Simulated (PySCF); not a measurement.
## Iodine: a sound run and one with changed settings

Sound run: I [Kr] 4d10 5s2 5p5, I⁺ [Kr] 4d10 5s2 5p4. Calculation: PySCF 2.14, in def2-TZVP with the def2 core potential (28 electrons) (6s5p3d2f, 50 functions); a scalar-relativistic core potential. The sound run starts from symmetry-adapted Hartree-Fock orbitals and uses a fine grid where one is needed.

Changed run: 26 angular points. This setting is unsound on purpose.

```
species  method  sound run (hartree)  changed run (hartree)  converged
      I     UHF           -296.65857             -296.65857        yes
      I     LDA           -297.25865             -297.25871        yes
      I   B3LYP           -297.77840             -297.77831        yes
     I⁺     UHF           -296.30757             -296.30757        yes
     I⁺     LDA           -296.86209             -296.86216        yes
     I⁺   B3LYP           -297.38769             -297.38756        yes
```

Ionisation energy of I:

| method | sound run (eV) | changed run (eV) |
| --- | --- | --- |
| UHF | 9.551 | 9.551 |
| LDA | 10.791 | 10.791 |
| B3LYP | 10.632 | 10.633 |

A coarse angular grid integrates products of high-l functions wrongly, so density functionals can shift, and the SCF can exploit the error; Hartree-Fock and MP2 need no grid.

For comparison, NIST gives 10.451 eV between the lowest levels.
